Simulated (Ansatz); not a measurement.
One change: `OB(F)CF` becomes `FBCF`.

Ansatz, PBE0-D4/def2-TZVP geometries, multiplicity 1. Each molecule was computed in one conformer, which needn't be the lowest.

```
                                                                                  property  `OB(F)CF`
ideal-gas entropy at 298 K and 1 bar (rigid rotor, harmonic PBE0-D4/def2-TZVP) / J/(mol·K)        307
                                                       HOMO–LUMO gap (PBE/def2-TZVPP) / eV       7.23
                                            size of the dipole moment (PBE/def2-TZVPP) / D       1.21
                                                         HOMO energy (PBE/def2-TZVPP) / eV      -7.65
                                          size of the dipole moment (B3LYP/def2-TZVPP) / D       1.27
                                                       LUMO energy (B3LYP/def2-TZVPP) / eV       0.28
```

(1) What does the change do to each property? (Best estimate.)

Results:

(1) Computed: 
```csv
property,`FBCF`,shift
"ideal-gas entropy at 298 K and 1 bar (rigid rotor, harmonic PBE0-D4/def2-TZVP) / J/(mol·K)",288,-19
HOMO–LUMO gap (PBE/def2-TZVPP) / eV,5.42,-1.81
size of the dipole moment (PBE/def2-TZVPP) / D,1.99,0.78
HOMO energy (PBE/def2-TZVPP) / eV,-7.30,0.35
size of the dipole moment (B3LYP/def2-TZVPP) / D,2.21,0.94
LUMO energy (B3LYP/def2-TZVPP) / eV,-1.13,-1.41
```

With PBE0 the HOMO rises by 0.41 eV and the LUMO falls by 1.48 eV, so the gap narrows by about 1.89 eV. PBE moves the HOMO by 0.35 eV and ωB97M-V by 0.43 eV. The zero-point energy changes by -19.7 kJ/mol with -3 modes. Dipoles are sizes alone; their direction can turn.

B3LYP here is the variant with VWN-RPA as its local correlation; programs differ in this.
